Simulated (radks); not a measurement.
Q: Coulomb parameter of the 4f shell of the erbium ion Er+ in the model configuration [Xe] 4f11 5d1 6s1, as a second difference U = [E(n + 0.25) + E(n - 0.25) - 2 E(n)] / (0.25)^2 with all orbitals relaxed. "Bare": the charge of the atom changes with n. "Screened": the 5d shell takes up the change at fixed total charge, which measures U(4f,4f) + U(5d,5d) - 2 U(4f,5d). Calculated with a radial shooting solver on a logarithmic mesh with Libxc functionals: scalar-relativistic Kohn-Sham, BLYP, spin-unpolarised, spherical densities, finite nucleus; Fermi nuclear charge, rms radius 5.2516 fm. Estimate both.

A: U(bare) = 16.008 eV, U(screened by 5d) = 5.357 eV, against the Slater integral F0(4f,4f) = 32.911 eV with frozen orbitals.
